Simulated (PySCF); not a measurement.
Gas-phase reaction: 3 Sb(CH3)3 → 2 Sb + 3 C3H8 + SbH3

Energies from PySCF (xtb for GFN2), thermal terms from the rigid-rotor harmonic-oscillator model, ideal gas at 1 bar. † marks an energy on the PBE0/def2-TZVP geometry and frequencies; other levels use their own. MP2 and CCSD(T) freeze the core. Open shells (unrestricted): Sb (multiplicity 4); the rest are closed-shell singlets. GFN2 has no spin-polarisation term. B3LYP is the form with VWN-RPA correlation. Sb: scalar-relativistic def2 core potential, no spin-orbit coupling. MP2 isn't extrapolated to the basis-set limit; its ΔH°(298 K) is 63.1 kJ in def2-SVP and 274.2 kJ in def2-TZVPP. CCSD(T) isn't extrapolated to the basis-set limit. The harmonic model lacks anharmonicity and excited electronic states, which grow with temperature; levels with a mode under 35 cm⁻¹ are left out. Internal rotation in C3H8 is treated as a harmonic vibration of one conformer, which makes the entropy rough. Soft modes under 120 cm⁻¹ make the harmonic entropy rough for Sb(CH3)3.

| level | ΔE electronic, kJ | ΔH°(298 K), kJ | ΔS°(298 K), J/K | ΔG°(2500 K), kJ |
|---|---|---|---|---|
| B3LYP/def2-TZVP† | 233 | 240 | 325 | -425 |
| CCSD(T)/def2-SVP† | 30 | 36 | 325 | -628 |
| GFN2-xTB | 126 | 132 | 310 | -496 |
| HF/def2-TZVP† | -110 | -103 | 325 | -767 |
| M06-2X/def2-TZVP† | 156 | 163 | 325 | -502 |
| MP2/def2-TZVPP† | 267 | 274 | 325 | -390 |
| PBE/def2-SVP | 210 | 216 | 315 | -420 |
| PBE0/def2-TZVP | 239 | 246 | 325 | -419 |
| r2SCAN/def2-TZVP† | 267 | 274 | 325 | -391 |
| LDA/def2-TZVP† | 401 | 408 | 325 | -256 |
ΔH° is lowest at HF/def2-TZVP† and highest at LDA/def2-TZVP†. No reference value is set beside these.
